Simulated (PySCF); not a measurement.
**Bonding in `[SiH3][SiH2]C[SiH2][SiH2]Cl`**

Compound: CH₁₁ClSi₄.
Atom-mapped SMILES: `[SiH3:1][SiH2:2][CH2:3][SiH2:4][SiH2:5][Cl:6]` (hydrogens: H7, H8, H9 on Si1; H10, H11 on Si2; H12, H13 on C3; H14, H15 on Si4; H16, H17 on Si5)

Cartesian coordinates in Å at the GFN2-xTB level; atoms count from 1:
```
atom  x, y, z in Å
Si1    2.2119    1.1180   -0.5755
Si2    1.5089   -0.7867    0.5268
C3    -0.0263   -1.5676   -0.3104
Si4   -1.7291   -0.9905    0.3161
Si5   -2.0893    1.2746    0.0222
Cl6   -1.1803    2.3297    1.5015
H7     2.6560    0.8261   -1.9449
H8     3.3536    1.7450    0.0952
H9     1.1767    2.1454   -0.7091
H10    1.1819   -0.5713    1.9436
H11    2.5584   -1.8225    0.5285
H12    0.0329   -1.3947   -1.3865
H13    0.0226   -2.6495   -0.1841
H14   -2.7654   -1.7450   -0.4106
H15   -1.8445   -1.4017    1.7233
H16   -3.4995    1.6683    0.0858
H17   -1.5753    1.8346   -1.2318
```

Bond orders from the PBE0/pcSseg-1 density (PySCF). The structure is a single GFN2-xTB conformer in the gas phase; no vibrational or solvent corrections. GFN2-xTB frequencies show an imaginary mode (44i cm⁻¹), so this geometry is no minimum at that level.

Task: How far do the computed orders between heavy atoms stray from the drawn ones?

Result: The largest departure is 0.117, at Si2–C3 (drawn single, 0.883).

Task: Give the Mayer order of every bond, beside its length.

Result: 
| bond | drawn as | length (Å) | Mayer order |
| --- | --- | --- | --- |
| Si1–Si2 | single | 2.310 | 0.924 |
| Si2–C3 | single | 1.915 | 0.883 |
| C3–Si4 | single | 1.904 | 0.919 |
| Si4–Si5 | single | 2.312 | 0.893 |
| Si5–Cl6 | single | 2.032 | 0.919 |
| Si1–H7 | single | 1.469 | 0.924 |
| Si1–H8 | single | 1.465 | 0.938 |
| Si1–H9 | single | 1.465 | 0.925 |
| Si2–H10 | single | 1.470 | 0.933 |
| Si2–H11 | single | 1.475 | 0.944 |
| C3–H12 | single | 1.091 | 0.934 |
| C3–H13 | single | 1.090 | 0.937 |
| Si4–H14 | single | 1.473 | 0.931 |
| Si4–H15 | single | 1.471 | 0.942 |
| Si5–H16 | single | 1.465 | 0.933 |
| Si5–H17 | single | 1.466 | 0.920 |

Bonds between the same two heavy elements. Si–Si: lowest Si4–Si5 (0.893, 2.312 Å), highest Si1–Si2 (0.924, 2.310 Å). C–Si: lowest Si2–C3 (0.883, 1.915 Å), highest C3–Si4 (0.919, 1.904 Å).

Task: Sum the orders of all bonds at each heavy atom with more than one neighbour and set the sums beside the valence in the SMILES.

Result: Si1 3.711 (drawn 4), Si2 3.684 (drawn 4), C3 3.673 (drawn 4), Si4 3.685 (drawn 4), Si5 3.665 (drawn 4). Orders between atoms that aren't bonded are not in these sums.

Mayer orders depend on the basis set.
